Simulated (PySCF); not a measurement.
**PbCl and its ions**

PBE; basis Pb def2-SVPD with ECP60, Cl def2-SVPD; scalar-relativistic core potentials; PySCF 2.14. Neutral (UKS): doublet (π ↑), Re = 2.530 Å, ωe = 299 cm⁻¹, De = 3.97 eV, HOMO -3.99 eV, LUMO -3.93 eV.

PbCl⁺ (UKS): singlet (closed shell), Re = 2.420 Å, ωe = 365 cm⁻¹. The energies at the minima are -652.81198 hartree for PbCl and -652.56098 for PbCl⁺.

(1) Work out the adiabatic ionisation energy, without and with harmonic zero-point energies (1 hartree = 27.2114 eV, 1 eV = 8065.5 cm⁻¹), and the change of the bond length.

PbCl⁻ (UKS): triplet (π ↑↑), Re = 2.721 Å, ωe = 208 cm⁻¹, De = 1.57 eV to Pb + Cl⁻. The energies at the minima are -652.81198 hartree for PbCl and -652.86207 for PbCl⁻.

(2) Work out the adiabatic electron affinity, without and with harmonic zero-point energies (1 hartree = 27.2114 eV, 1 eV = 8065.5 cm⁻¹), and the change of the bond length.

Spin–orbit coupling is left out, which matters for elements this heavy, above all for dissociation energies. For an ion De counts to the pair picked by the measured ionisation energies or electron affinities, which need not be the lowest pair at this level. The highest Kohn–Sham level is positive in this anion. Much of that is self-interaction error, but it also means that the finite basis helps to hold the extra electron. States were picked by a PBE0 search and need not be the measured ground states.

## Answers

(1) At PBE: 0.25100 hartree = 6.830 eV between the minima; the zero-point term (365.0 − 299.0)/2 cm⁻¹ = +0.004 eV makes it 6.834 eV. Re changes by -11.0 pm against the neutral. The electron leaves a π orbital; in so polar a molecule the change of length follows mostly from the change of the ionic charges.

(2) At PBE: 0.05009 hartree = 1.363 eV between the minima; the zero-point term (299.0 − 208.0)/2 cm⁻¹ = +0.006 eV makes it 1.369 eV. Re changes by +19.1 pm against the neutral. The electron enters a π orbital; in so polar a molecule the change of length follows mostly from the change of the ionic charges.
